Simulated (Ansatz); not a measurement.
The same path of ClGaH₄ (6 atoms, charge 0, multiplicity 1) was run twice with different band settings. Lost on the way: Ga1–H2, Cl5–H6. Made: Ga1–Cl5, H2–H6.

Computed with RKS PBE-D4/def2-SVP (Ansatz).

Relaxed end points:

```xyz
6
Properties=species:S:1:pos:R:3
Ga 0.006 0.182 0.013
H -0.004 0.688 1.519
H 1.380 0.109 -0.763
H -1.365 0.049 -0.762
Cl 0.062 -2.430 0.938
H 0.070 -1.991 2.162
```

```xyz
6
Properties=species:S:1:pos:R:3
Ga 0.023 -0.582 -0.296
H 0.011 0.280 2.089
H 1.429 0.090 -0.488
H -1.411 0.031 -0.477
Cl 0.069 -2.722 0.127
H 0.029 -0.490 2.154
```

Common settings: movable images 9; climbing image yes; spring 5.0 eV/Å²; start path through a guess of the saddle point; force threshold 0.05 eV/Å; iteration limit 60; end points relaxed.

| run | optimiser | largest step |
| --- | --- | --- |
| 1 | quadratic models (default) | default |
| 2 | lbfgs | 0.5 Å |

Question: What does each run give, and how far can it be trusted?

Answer: Run 1: converged after 8 iterations, highest image 0.073 eV above the first end. A vibrational analysis at the climbing image gives one clearly imaginary mode, 470i cm⁻¹: a first-order saddle point.
Run 2: converged after 34 iterations, highest image 0.073 eV above the first end. Another band between the same ends (9 images) ends at a top of the same energy, where a vibrational analysis finds 1 clearly imaginary mode.
The orbitals stay closed-shell, which can raise the energy where a bond breaks towards radicals; this wasn't checked here.
